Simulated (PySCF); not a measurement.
## XPS shifts beside NMR shieldings

C₄H₉NOSi.
Atom-mapped SMILES: `[H]/[N:1]=[CH:2]\[Si@@H:3]1[CH2:4][CH2:5][CH2:6][O:7]1`

Binding energies: delta-SCF UKS SCAN, pcX-2 on the ionised atom, pcseg-1 elsewhere, spin-free X2C in PySCF 2.14.0. Shieldings: GIAO CAM-B3LYP/pcSseg-1, non-relativistic, same geometry.

```tsv
atom	isotropic shielding (ppm)
C2	-18.0
C4	173.2
C5	153.0
C6	111.3
```

**Question.** What are the C 1s binding energies of these atoms?

**Answer.** 
```json
{"atom": "C4", "environment": "sp3 carbon bound to silicon", "C 1s (eV)": "290.39", "isotropic shielding (ppm)": "173.2"}
{"atom": "C5", "environment": "ring CH2 carbon", "C 1s (eV)": "290.98", "isotropic shielding (ppm)": "153.0"}
{"atom": "C2", "environment": "C=N carbon", "C 1s (eV)": "291.44", "isotropic shielding (ppm)": "-18.0"}
{"atom": "C6", "environment": "sp3 carbon bound to oxygen", "C 1s (eV)": "292.24", "isotropic shielding (ppm)": "111.3"}
```

**Question.** Among the listed atoms, is the one with the highest binding energy also the least shielded?

**Answer.** No. The highest binding energy is at C6 (292.24 eV, shielding 111.3 ppm), the lowest shielding at C2 (-18.0 ppm, 291.44 eV).

By binding energy: C4 < C5 < C2 < C6. By shielding: C2 < C6 < C5 < C4.

Spin contamination (⟨S²⟩ against 0.75 for a pure doublet) is marked for C 1s of C2 (0.86), which makes this value less certain. One conformer (not necessarily the lowest) at the PBE0-D3(BJ)/def2-SVP geometry, without solvent, vibrations or thermal averaging.
